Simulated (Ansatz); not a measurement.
Basis-set series for BrH3SeSi (`[SeH][SiH2]Br`). Total charge 0; spin multiplicity 1. Geometry: relaxed with PBE0-D4/def2-TZVP. It is one conformer, not always the lowest.

```xyz
6

Se   -0.054   -0.289    1.800
Si    0.326   -0.118   -0.424
Br    0.109    1.952   -1.201
H    -1.493   -0.045    1.638
H    -0.618   -0.957   -1.193
H     1.730   -0.542   -0.620
```

| functional | basis | functions | energy (Eh) | HOMO (eV) | LUMO (eV) |
| --- | --- | --- | --- | --- | --- |
| PBE0-D4 | def2-TZVPP | 180 | -5266.38728 | -7.44 | -0.58 |
| PBE0-D4 | def2-QZVPP | 338 | -5266.50040 | -7.46 | -0.66 |
| ωB97M-V | def2-TZVPP | 180 | -5266.77989 | -9.58 | 1.30 |
| ωB97M-V | def2-QZVPP | 338 | -5266.88885 | -9.60 | 1.10 |

Give the rows for def2-SVP. (Best estimate.)

Computed: 
```json
{"functional": "PBE0-D4", "basis": "def2-SVP", "functions": "97", "energy (Eh)": "-5265.67484", "HOMO (eV)": "-7.35", "LUMO (eV)": "-0.32"}
{"functional": "ωB97M-V", "basis": "def2-SVP", "functions": "97", "energy (Eh)": "-5266.06892", "HOMO (eV)": "-9.47", "LUMO (eV)": "1.70"}
```

Positive LUMOs are unbound and depend on the basis. Scalar relativity is left out up to krypton.
